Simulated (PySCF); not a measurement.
A calculated (B3LYP, PySCF 2.14, Sapporo-DKH3-DZP-2012, the spin-free X2C one-electron Hamiltonian (Gaussian nucleus)) atom or ion has these occupied shells.

```tsv
shell	electrons	orbital energy (eV)	rms radius, mean of both spins (bohr)
1s	2	-3553.8	0.0937
2s	2	-368.59	0.421
2p	6	-293.57	0.390
3s	2	-44.136	1.36
3p	6	-26.535	1.56
```

Name the element and its charge.

K⁺ (potassium, charge +1), in [Ar], closed-shell 1S.
